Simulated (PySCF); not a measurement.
# Shieldings and the share of exact exchange

Molecule: SMILES C[S+](C)[AlH2-][F], C2H8AlFS.

Molfile (atoms numbered from 1):
```
C2H8AlFS
     RDKit          3D

 13 12  0  0  0  0  0  0  0  0999 V2000
   -0.9360   -1.3031   -0.4723 C   0  0  0  0  0  0  0  0  0  0  0  0
   -0.4190   -0.2922    0.9362 S   0  0  0  0  0  0  0  0  0  0  0  0
   -0.9213    1.3476    0.3629 C   0  0  0  0  0  0  0  0  0  0  0  0
    1.9552   -0.1003    0.2694 Al  0  0  0  0  0  4  0  0  0  0  0  0
    1.5459    0.3992   -1.3076 F   0  0  0  0  0  0  0  0  0  0  0  0
   -2.0310   -1.2892   -0.5566 H   0  0  0  0  0  0  0  0  0  0  0  0
   -0.4535   -0.9225   -1.3831 H   0  0  0  0  0  0  0  0  0  0  0  0
   -0.5940   -2.3272   -0.2702 H   0  0  0  0  0  0  0  0  0  0  0  0
   -2.0164    1.3961    0.2918 H   0  0  0  0  0  0  0  0  0  0  0  0
   -0.5675    2.0686    1.1119 H   0  0  0  0  0  0  0  0  0  0  0  0
   -0.4424    1.5520   -0.6048 H   0  0  0  0  0  0  0  0  0  0  0  0
    2.4321   -1.6161    0.3797 H   0  0  0  0  0  0  0  0  0  0  0  0
    2.4544    1.0699    1.2283 H   0  0  0  0  0  0  0  0  0  0  0  0
  1  2  1  0
  2  3  1  0
  2  4  1  0
  4  5  1  0
  1  6  1  0
  1  7  1  0
  1  8  1  0
  3  9  1  0
  3 10  1  0
  3 11  1  0
  4 12  1  0
  4 13  1  0
M  CHG  2   2   1   4  -1
M  END
```

GIAO shieldings (ppm, equivalent atoms averaged) in PySCF on the PBE0-D3(BJ)/def2-SVP geometry, basis pcSseg-1, gas phase, non-relativistic:

```csv
functional,exact exchange (%),σ(S2),σ(Al4),σ(F5)
BLYP,0,525.8,423.5,374.4
BP86,0,547.9,425.0,375.2
PBE,0,549.8,424.5,374.8
B3LYP,20,555.5,434.6,386.0
mPW1PW91,25,581.2,440.2,390.0
BHandHLYP,50,593.3,451.7,399.4
HF,100,650.3,483.8,416.3
```

Question: Fit each shielding as a line in the percentage of exact exchange.

Answer: σ(S2) = 541.7 + 1.09 x (rms 9.1 ppm); σ(Al4) = 424.1 + 0.59 x (rms 1.1 ppm); σ(F5) = 376.3 + 0.42 x (rms 2.0 ppm). The functionals also differ in their semilocal parts, which the line can't hold; Hartree–Fock has no correlation at all.

Question: What does the line predict for PBE0 (25 %), and what does the run give?

Answer: σ(S2): 569.0 predicted, 584.5 computed; σ(Al4): 438.9 predicted, 439.5 computed; σ(F5): 386.8 predicted, 389.4 computed ppm.
